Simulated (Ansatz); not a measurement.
Mulliken charges of CH$_{4}$BrInO$_{2}$ (`C[O][In]([OH])[Br]`) from ωB97M-V/def2-TZVPP in Ansatz (PBE0-D4/def2-TZVP geometry).

```json
{"atom": "C1", "x (Å)": "0.722", "y (Å)": "-1.501", "z (Å)": "-0.274", "charge (e)": "-0.146"}
{"atom": "O2", "x (Å)": "0.128", "y (Å)": "-0.319", "z (Å)": "-0.757", "charge (e)": "-0.505"}
{"atom": "In3", "x (Å)": "-0.520", "y (Å)": "1.119", "z (Å)": "0.418", "charge (e)": "0.941"}
{"atom": "O4", "x (Å)": "-1.370", "y (Å)": "2.689", "z (Å)": "-0.399", "charge (e)": "-0.481"}
{"atom": "Br5", "x (Å)": "-0.231", "y (Å)": "0.912", "z (Å)": "2.834", "charge (e)": "-0.301"}
{"atom": "H6", "x (Å)": "1.682", "y (Å)": "-1.657", "z (Å)": "-0.780", "charge (e)": "0.110"}
{"atom": "H7", "x (Å)": "0.079", "y (Å)": "-2.361", "z (Å)": "-0.492", "charge (e)": "0.109"}
{"atom": "H8", "x (Å)": "0.912", "y (Å)": "-1.491", "z (Å)": "0.806", "charge (e)": "0.099"}
{"atom": "H9", "x (Å)": "-1.402", "y (Å)": "2.610", "z (Å)": "-1.356", "charge (e)": "0.174"}
```

Question: By hand: the dipole of these point charges (1 e Å = 4.8032 D).

Answer: Σ q r = (0.109, -0.268, -0.141) e Å, of length 0.322 e Å = 1.55 D.

Question: How does the dipole of the full density compare? (Estimate.)

Answer: Ansatz gave: (0.073, -0.199, -0.224) e Å, 1.48 D; the point charges give 1.05 times that, at 21° from its direction.

Point charges leave out the atoms' own dipoles, such as those of lone pairs, and Mulliken's split depends on the basis, so the two needn't agree.
